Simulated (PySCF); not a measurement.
CH3Br2Sb, SMILES [CH3][Sb]([Br])[Br]. The structure is a stationary point at PBE-D3(BJ)/def2-SVP. The structure was generated by enumeration; whether it is a known compound was not checked. The def2 effective core potentials stand for the cores of Sb; spin–orbit coupling is left out.

Computed equilibrium geometry at PBE-D3(BJ)/def2-SVP (PySCF confirms it by a frequency run) as Cartesian coordinates in Å, and its point group:
point group Cs.
```xyz
7

Sb     0.4670     0.7374     0.0000
Br    -0.1394    -0.7720     1.9736
Br    -0.1394    -0.7720    -1.9736
C     -1.4580     1.7700     0.0000
H     -1.5245     2.3995     0.9089
H     -2.2647     1.0141     0.0000
H     -1.5245     2.3995    -0.9089
```
Charge 0, spin multiplicity 1.
